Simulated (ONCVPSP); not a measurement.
**titanium: one change to an ONCV potential, before and after**

ONCVPSP 4.0.1 input, shortened (lines: element, Z, core and valence counts, functional; n l f; lmax; l rc ep ncon nbas qcut; lloc lpopt rc5 dvloc0; l nproj debl; icmod fcfact rcfact), LDA (Perdew-Wang 92), scalar-relativistic:

```
  Ti 22.00    3    5  -001012      upf
    1    0    2.00
    2    0    2.00
    2    1    6.00
    3    0    2.00
    3    1    6.00
    3    2    2.00
    4    0    1.75
    4    1    0.25
    2
    0    1.55    0.00    4    9    9.60
    1    2.10    0.00    5    8    8.30
    2    2.25    0.00    4    9    7.60
    4    1    1.00    6.00
    0    2    1.30
    1    2    1.50
    2    2    3.30
    0    0.00    0.00
```

Change: functional PBE.

Cutoffs: the cutoffs (Ha) at which the residual kinetic energy of the hardest occupied pseudo-wave falls to 1 and 0.1 mHa per electron; they do not see the model core or the augmentation charge, which bear on the density cutoff. Errors are all-electron minus pseudo energies relative to the spin-unpolarised reference configuration.

Question: Predict the effect on cutoff, ghosts and configuration errors.

Answer: The potential gets neither clearly harder nor softer (26 Ha and 32 Ha → 26 Ha and 32 Ha); of the 4 tests that both files solve, the error grows in 0 and shrinks in 2 by more than 15 % and 0.3 meV (median size 0.5 → 0.1 meV); neither file shows a bound ghost.

```csv
quantity,base,changed
"cutoff, loose",26 Ha,26 Ha
"cutoff, tight",32 Ha,32 Ha
loose cutoff by channel,"s 26 Ha, p 19 Ha, d 20 Ha","s 26 Ha, p 19 Ha, d 20 Ha"
bound ghosts,none,none
GHOST(+) flags under 300 eV,none,none
"error for 3s2 3p6 3d2 4s2 4p0, meV [ΔE -0.77 → -0.75 eV]",+0.1,+0.1
"error for 3s2 3p6 3d2 4s1 4p0, meV [ΔE 6.76 → 6.59 eV]",+0.2,+0.1
"error for 3s2 3p6 3d2 4s0 4p0, meV [ΔE 20.55 → 20.16 eV]",+1.5,-0.8
"error for 3s2 3p6 3d2 4s0 4p1, meV [ΔE 10.61 → 10.37 eV]",+0.9,+0.2
s: phases at 1.57 bohr within 0.05 rad from the reference energy up to (Ha; the scan ends near 5),to the end of the scan,to the end of the scan
p: phases at 2.13 bohr within 0.05 rad from the reference energy up to (Ha; the scan ends near 5),to the end of the scan,to the end of the scan
d: phases at 2.28 bohr within 0.05 rad from the reference energy up to (Ha; the scan ends near 5),1.0,1.0
```
